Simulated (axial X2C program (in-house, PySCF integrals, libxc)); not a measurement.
# What spin–orbit coupling does to LiSn

Computed with an in-house all-electron X2C program for linear molecules (integrals from PySCF). Spin-free means the one-electron spin-free X2C Hamiltonian; two-component (2c) means X2C with spin–orbit coupling and atomic mean-field two-electron Coulomb and Gaunt terms, so the difference of the two also holds small scalar two-electron terms. Basis: Sn dyall-cv3z [11s12p9d4f1g], Li dyall-cv3z [7s8p2d] (cores contracted in-house); Gaussian nuclei, density fitting, unrestricted open shells. Masses: Sn 119.902 u, Li 7.016 u.

Spin-free state: M_S = 3/2, Λ = 0 (beyond evenly filled blocks: σα, π+α, π-α); fragments Sn + Li.

```tsv
level	Re (Å)	ωe (cm⁻¹)	De (eV)	μ (D)
PBE0	2.582	365.3	1.511	5.67
HF	2.622	359.0	1.069	6.51
MP2	2.598	365.4	1.527	n/a
CCSD	2.601	365.7	1.488	n/a
CCSD(T)	2.603	365.0	1.530	n/a
r2SCAN	2.594	361.1	1.687	5.82
PBE50	2.571	375.2	1.520	6.03
```

Correlated methods: 15 electrons correlated (number of frozen shells: Sn 4 s, 3 p, 1 d; Li 1 s), 233 virtual spin orbitals or spinors in MP2, 131 natural virtuals in coupled cluster.

Dipoles are positive if Li is the positive end.

Two-component determinant lowest at the distance of the search:

Ω = 3/2 (⟨Sz⟩ = 1.47, ⟨Lz⟩ = 0.03 at HF); fragments Sn + Li.

```tsv
level	Re (Å)	ωe (cm⁻¹)	μ (D)
PBE0	2.585	363.2	5.68
HF	2.626	357.2	6.52
MP2	2.598	365.7	n/a
CCSD	2.606	363.2	n/a
CCSD(T)	2.608	362.5	n/a
r2SCAN	2.594	361.0	5.82
PBE50	2.576	372.2	6.04
```

Q: From the two tables, how do the constants change at the CCSD(T) level (2c against spin-free)?

A: At the CCSD(T) level Re goes up by 0.005 Å and ωe goes down by 2.5 cm⁻¹.

One determinant describes the state; a PBE0 search over occupations chose it and may have missed a lower one. De is counted from the lowest determinant-based energies of the atoms at the same level, without counterpoise correction. De is not given where an atomic determinant may have missed its ground term or J level, or where the truncated virtual space spoils (T). Density functionals use the spin component along the axis (collinear). CCSD and (T) use frozen natural virtuals with an MP2 correction for the truncation; (T) itself is uncorrected, so its De runs slightly low. Other states lie close and PBE0, whose exact exchange favours high spin, may order them wrongly; the determinant shown need not be the ground state. The nearest other spin-free determinant of the search, M_S = 1/2, Λ = 1, lies 0.45 eV up at the distance of the search. Without a current term, density functionals place determinants with orbital angular momentum somewhat too high. With several unpaired electrons one determinant need not be a pure state. Some points did not converge and are left out. This is the top spin component of a Σ state; components of lower Ω are not single determinants and can lie lower. The stretched end of a curve changes character and is left out.
